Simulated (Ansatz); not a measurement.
Z-matrix (Å, degrees):
```
C
Sn 1 2.109
H 1 1.092 2 108.6
H 1 1.092 2 108.7 3 -117.5
H 1 1.088 2 110.7 3 121.2
C 2 2.109 1 118.8 3 58.9
C 2 2.108 1 119.9 3 -121.1
H 6 1.092 2 108.6 1 59.6
H 6 1.092 2 108.7 1 -57.9
H 6 1.088 2 110.7 1 -179.2
H 7 1.092 2 108.5 1 -58.7
H 7 1.088 2 110.8 1 -180.0
H 7 1.092 2 108.5 1 58.7
```

The species carries charge 1 and has multiplicity 1. Sn: def2 effective core potential.

(1) List the r2SCAN/def2-TZVPP orbital energies in eV (Ansatz). (An estimate is asked.)

Answers

(1) Ansatz gave: Occupied: -278.01, -278.00, -277.99, -142.90, -98.04, -97.54, -97.54, -32.35, -32.15, -32.15, -31.91, -31.90, -23.33, -22.69, -22.66, -16.83, -15.33, -15.29, -15.27, -15.02, -14.98, -14.96, -12.50, -12.50. Lowest empty: -7.98, -5.91, -3.46, -3.44, -2.59, -1.80, -1.80, -1.53.
